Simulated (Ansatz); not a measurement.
CH2BN2, SMILES `N#C[B-]N` (excited triplet) (charge -1, multiplicity 3). This triplet is an excited state, 0.85 eV above the relaxed singlet at the level B3LYP/aug-cc-pVTZ // PBE0-D3(BJ)/def2-TZVPD (Ansatz, an electronic-structure program).

Level of theory: PBE/aug-cc-pVTZ // PBE0-D3(BJ)/def2-TZVPD (Ansatz).

Ansatz 0.2 input:
```yaml
crystal:
  periodic: [false, false, false]
  atoms:
    - { symbol: N, position_ang: [2.566286, -0.492533, -0.180436] }
    - { symbol: C, position_ang: [1.484634, -0.043829, -0.03141] }
    - { symbol: B, position_ang: [0.169569, 0.600553, 0.209206] }
    - { symbol: N, position_ang: [-1.216238, 0.26614, -0.156314] }
    - { symbol: H, position_ang: [-1.417653, 0.253839, -1.150474] }
    - { symbol: H, position_ang: [-1.586602, -0.584172, 0.254679] }
basis:
  gaussian: { orbitals: aug-cc-pVTZ }
hamiltonian:
  xc: pbe
total_charge: -1
magnetization:
  spin_polarized: true
  initial_magnetization: 2
```

Output:

```
Functional definition: PBE
970 factors; their error is unknown
mean field evaluation 1: about -4713.7683 eV, gradient 3.9e1 eV
mean field evaluation 2: about -4643.2062 eV, gradient 1.0e2 eV
mean field evaluation 4: about -4718.5927 eV, gradient 2.2e1 eV
mean field evaluation 8: about -4720.7483 eV, gradient 3.0e-1 eV
mean field evaluation 16: about -4720.7133 eV, gradient 3.0e-4 eV
mean field evaluation 32: about -4712.5004 eV, gradient 1.8e1 eV
mean field -4720.71332396 eV, -173.4830148411 hartree, gradient 3.9e-5 eV, S^2 2.009184; 6 other end points of the search recorded, 0 dependent functions left out
reference -4720.71338007 eV, -173.4830169032 hartree; 15, 13 occupied and 215, 217 virtual orbitals, 970 factors
Total energy: -4720.71338007 eV, -173.4830169032 hartree
```
